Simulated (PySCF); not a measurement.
Can point charges reproduce the dipole moment of `C=C[C@@H](C)[C@@H](C)CCN`?

Coordinates (GFN2-xTB, Å) and charges (e) from the PBE0/pcSseg-1 density (PySCF):

| atom | x | y | z | Mulliken | IAO | Hirshfeld | ESP-fitted |
| --- | --- | --- | --- | --- | --- | --- | --- |
| C1 | 3.077 | 0.681 | 1.019 | -0.1167 | -0.3293 | -0.1065 | -0.4836 |
| C2 | 2.354 | -0.181 | 0.329 | -0.1789 | -0.1256 | -0.0279 | -0.1513 |
| C3 | 1.010 | 0.122 | -0.267 | -0.3011 | -0.1032 | -0.0204 | +0.4699 |
| C4 | 1.137 | 0.067 | -1.793 | -0.1843 | -0.4148 | -0.1184 | -0.5840 |
| C5 | -0.041 | -0.872 | 0.265 | -0.3111 | -0.0952 | -0.0164 | -0.0216 |
| C6 | -0.086 | -0.820 | 1.792 | -0.1751 | -0.4182 | -0.1232 | -0.3579 |
| C7 | -1.438 | -0.665 | -0.336 | -0.1923 | -0.2569 | -0.0720 | -0.1260 |
| C8 | -2.040 | 0.725 | -0.132 | -0.0695 | -0.1392 | -0.0276 | +0.3274 |
| N9 | -3.422 | 0.716 | -0.592 | -0.4549 | -0.5775 | -0.2420 | -1.0020 |
| H10 | 4.045 | 0.431 | 1.418 | +0.1106 | +0.1480 | +0.0433 | +0.1875 |
| H11 | 2.725 | 1.680 | 1.218 | +0.1041 | +0.1409 | +0.0418 | +0.1772 |
| H12 | 2.729 | -1.178 | 0.136 | +0.0932 | +0.1363 | +0.0440 | +0.1170 |
| H13 | 0.722 | 1.135 | 0.029 | +0.1073 | +0.1214 | +0.0353 | -0.0457 |
| H14 | 0.231 | 0.419 | -2.277 | +0.1146 | +0.1340 | +0.0372 | +0.1528 |
| H15 | 1.962 | 0.699 | -2.118 | +0.1209 | +0.1447 | +0.0372 | +0.1306 |
| H16 | 1.335 | -0.951 | -2.123 | +0.1044 | +0.1346 | +0.0383 | +0.1198 |
| H17 | 0.281 | -1.880 | -0.026 | +0.1061 | +0.1206 | +0.0327 | +0.0220 |
| H18 | -0.308 | 0.186 | 2.139 | +0.1028 | +0.1307 | +0.0354 | +0.0619 |
| H19 | -0.850 | -1.494 | 2.173 | +0.1124 | +0.1365 | +0.0389 | +0.1074 |
| H20 | 0.874 | -1.114 | 2.209 | +0.1237 | +0.1438 | +0.0319 | +0.0922 |
| H21 | -2.122 | -1.386 | 0.116 | +0.1237 | +0.1402 | +0.0353 | +0.0678 |
| H22 | -1.409 | -0.879 | -1.407 | +0.1094 | +0.1206 | +0.0317 | +0.0307 |
| H23 | -1.425 | 1.482 | -0.647 | +0.1070 | +0.0982 | +0.0228 | -0.0607 |
| H24 | -2.059 | 0.971 | 0.932 | +0.1162 | +0.1330 | +0.0375 | +0.0483 |
| H25 | -3.458 | 0.502 | -1.584 | +0.1631 | +0.2354 | +0.1040 | +0.3590 |
| H26 | -3.845 | 1.628 | -0.459 | +0.1643 | +0.2412 | +0.1074 | +0.3614 |

Q: Form Σ q r in debye for every column and set it beside the full dipole.

A: The full density gives (0.32, 0.84, -0.83) D, 1.22 D in size; dipole vectors point from the negative to the positive end.

```tsv
scheme	μx	μy	μz	size (D)	share of the full size (%)	angle to the full dipole (°)
Mulliken	0.87	0.99	0.20	1.33	109	55
IAO	0.49	0.32	-0.54	0.80	65	26
Hirshfeld	0.04	0.22	-0.40	0.46	38	19
ESP-fitted	0.31	0.84	-0.84	1.23	100	1
```

Q: Which set comes closest?

A: Length of the difference vector: ESP-fitted 0.01 D, IAO 0.62 D, Hirshfeld 0.80 D, Mulliken 1.18 D. Closest: ESP-fitted. 

Q: What is left for the Hirshfeld atoms' own dipoles?

A: The Hirshfeld atoms' densities add up to the full density, so μ = Σ q r + Σ (atomic dipoles). The atomic dipoles sum to (0.32, 0.84, -0.83) − (0.04, 0.22, -0.40) = (0.28, 0.62, -0.43) D, 0.80 D in size.

Q: With the origin at the mean of the coordinates, (-0.001, 0.001, 0.001) Å, which are the largest single terms, by size, of the Hirshfeld dipole along the direction of the full one?

A: C6 +1.07, C4 -0.89, H19 -0.51, H15 +0.44, H14 +0.34 D; all 26 atoms together +0.44 D. The single terms depend on the origin, their sum doesn't.

Q: Give the size of the full dipole in other units.

A: 1.22 D = 0.481 au = 0.255 e·Å = 4.08 × 10⁻³⁰ C·m.

Geometry: GFN2-xTB, one conformer, isolated molecule.

The run behind these numbers computed NMR shieldings as well. Hardware: Arm Neoverse N1, one thread, no GPU, shared host with 64 logical CPUs at a one-minute load of 52. Cost: 1.8 min (grids of density and orbitals included), 1.1 GiB resident at most.
